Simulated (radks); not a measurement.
Results of a calculation; reference values are marked as such.
Spherical quantum dot in the effective-mass picture: electrons in a parabolic well V = omega^2 r^2 / 2 with omega = 0.0793, all in effective atomic units (hartree* = m*/eps^2 hartree, bohr* = eps/m* bohr), one dielectric constant everywhere. Level of theory: non-relativistic Kohn-Sham, LDA (Slater exchange, Perdew-Wang correlation), spin-polarised, spherical densities (a radial shooting solver with Libxc functionals). Levels are named by radial order and angular momentum (1s, 1p, 1d, 2s, ...), and open shells are averaged over m.

N = 23, configuration 1s2 1p6 1d10 2s2 1f(up 3, down 0). This is the lowest configuration that the search found (a dilute case). Occupied and some empty levels:

| level | occupation | eigenvalue (hartree*) | <r> (bohr*) |
|---|---|---|---|
| 1s up | 1 | 2.1205 | 10.17 |
| 1s down | 1 | 2.1240 | 9.867 |
| 1p up | 3 | 2.1328 | 11.32 |
| 1p down | 3 | 2.1371 | 11.19 |
| 1d up | 5 | 2.1505 | 12.09 |
| 1d down | 5 | 2.1553 | 12.04 |
| 2s up | 1 | 2.1677 | 8.601 |
| 2s down | 1 | 2.1695 | 8.762 |
| 1f up | 3 | 2.1729 | 12.70 |
| 1f down | 0 | 2.1779 | 12.69 |
| 2p up | 0 | 2.1975 | 9.971 |
| 1g up | 0 | 2.1994 | 13.21 |
| 2p down | 0 | 2.1997 | 9.992 |
| 1g down | 0 | 2.2044 | 13.23 |
| 2d up | 0 | 2.2295 | 11.08 |
| 2d down | 0 | 2.2321 | 11.06 |

Energy (hartree*): total 29.4239, kinetic 0.93246, external 10.203, Hartree 20.752, exchange-correlation -2.4639.
